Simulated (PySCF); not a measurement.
A geometry optimisation on CdMe2, `[CH3][Cd][CH3]`.

Computed with PBE0-D3(BJ)/def2-SVP geometry optimisation, gas phase, def2 core potentials past Kr (PySCF 2.14.0). Start geometry: GFN2-xTB. The input is one job of a driver script: a line of settings, then coordinates in Å.

Input:
```
{"job": {"xc": "PBE0", "basis": "def2-SVP", "d3": "d3bj", "grid": 1, "maxiter": 30, "shake": 0.03, "kind": "geom"}, "charge": 0, "multiplicity": 1}
Cd     0.084430    -0.058740     0.012410
C     -0.019390    -0.027960     2.206140
H     -0.498590     0.894780     2.586890
H      1.105030    -0.103280     2.607170
H     -0.601300    -0.875520     2.547490
C     -0.006640     0.031160    -2.219610
H     -0.989550     0.009830    -2.589170
H      0.554500    -0.851140    -2.620550
H      0.504250     0.911440    -2.556420
```

Output:
```
step   0  E = -247.35142527  max force = 0.048887
step   1  E = -247.36326838  max force = 0.005068
step   2  E = -247.36379193  max force = 0.003231
step   3  E = -247.36391511  max force = 0.000419
step   4  E = -247.36391957  max force = 0.000243
optimisation converged
```

Energies in Eh; «max force» is the largest Cartesian gradient component in Eh/bohr.

**Question.** Give the first gradient maximum in eV/Å.

**Answer.** With 1 Eh/bohr = 51.422 eV/Å, 2.514 eV/Å.

**Question.** How much energy does the optimisation release, in kcal/mol?

**Answer.** E(step 0) − E(last step) = 0.012494 Eh, which is 7.8 kcal/mol.

Main results: final energy -247.36392 Eh after 4 steps; dipole 0.00 D.

**Question.** Estimate the wall time. Hardware: one thread of an Arm Neoverse V2, no GPU, shared host. And the peak memory of the process?

**Answer.** About 13 s, with 0.36 GiB resident at the peak, the Python interpreter and its libraries included.
Labels such as C1 count atoms from 1, the log's own numbers from 0.
